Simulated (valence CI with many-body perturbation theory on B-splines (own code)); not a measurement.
# Pr²⁰⁺: key properties

Method: valence CI with perturbative core correlation (CI+MBPT): three valence electrons over a frozen Dirac-Fock core [Kr], a basis of 9 s, 9 p, 10 d, 8 f, 5 g, 3 h, 1 i functions for each j, with the one-electron correlation potential Σ1 (screened to all orders), the two-electron term Σ2, the three-electron term Σ3, Breit, model QED; selected single and double excitations, second order for the rest (own B-spline code, finite nucleus).

No measured levels were compared; by estimate terms of the open shell hold to 2 to 4 % of their energy, and close levels can change places. Only levels of the ground parity were solved; by the run's estimate the other parity begins above the list, which can be wrong where configurations are misplaced.

Names give the largest LS component (configuration and term), which can be under half, so a name can repeat, a term be missing and a line seem to break the LS rules; names also repeat where a configuration has a term twice.

Rates and lifetimes use the calculated energies. Strong lines usually hold to 10 to 20 %, long lifetimes can be off by a factor of two.

Question: What is the ground level?

Answer: 4d³ ⁴F_3/2, composition 73 % 4d³ ⁴F + 21 % 4d³ ²D + 4 % 4d³ ²P, g = 0.539.

Question: What is the ionisation energy?

Answer: 591.19 eV; NIST lists 590 ± 4 eV (theoretical).

Question: How well does LS coupling describe the low levels?

Answer: Among the lowest 19 levels the leading LS term, summed over configurations, holds 72 % on average. For single configurations the figures are 72 % in LS and 82 % in jj coupling. Terms mix most in the J = 9/2 level at 45776 cm⁻¹, where the leading one holds 40 %.

Question: How is the term ⁴F of the ground level split?

Answer: J = 3/2 at 0.0, J = 5/2 at 24194, J = 7/2 at 39217 cm⁻¹.
